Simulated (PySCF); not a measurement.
C₄H₅BO₂, SMILES C#CB(O)OC=C. Atoms are numbered in the order given.

```xyz
12

C     -0.3947     3.1543     0.0000
C     -0.1677     1.9560     0.0000
B      0.1879     0.4550     0.0000
O      1.4884     0.0383     0.0000
O     -0.8473    -0.4384     0.0000
C     -0.8322    -1.8063     0.0000
C      0.2270    -2.6229     0.0000
H     -0.6117     4.2066     0.0000
H      2.1052     0.7846     0.0000
H     -1.8558    -2.1904     0.0000
H      1.2545    -2.2622     0.0000
H      0.0454    -3.6992     0.0000
```

Geometry: TPSSh-D3(BJ)/def2-SVP. The structure was generated by enumeration, and PubChem lists no compound with its InChIKey, so it may never have been made. Other conformers were not sampled.

Calculation: PySCF with HF/def2-TZVP.

The molecule is in vacuum.

Computed frontier levels, gap, dipole moment and polarisability:
```yaml
highest_occupied_level: -9.57 eV
lowest_empty_level: 2.78 eV
orbital_gap: 12.35 eV
dipole_moment: 1.63 D
quadrupole, principal values (traceless, Buckingham form, about the centre of nuclear charge): -9.02, -2.36, 11.38 D·Å
mean_static_polarisability: 62.4 bohr³ (9.25 Å³)
polarisability_principal_values: 39.6, 54.3, 93.4 bohr³
```
